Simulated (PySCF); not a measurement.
Cu(Cl) anion (ClCu), SMILES [Cl][Cu] (connectivity only; charge and spin as stated), charge -1, multiplicity 2.

Geometry: PBE-D3(BJ)/def2-TZVPD. The spin state was assumed, not searched.

Calculation: PySCF with PBE-D3(BJ)/def2-TZVPD.

Frequencies are harmonic and unscaled.

| mode | ν (cm⁻¹) | IR (km/mol) | moving atoms (share of kinetic energy) |
|---|---|---|---|
| 1 | 281 | 38.3 | Cl 64 %, Cu 36 % |
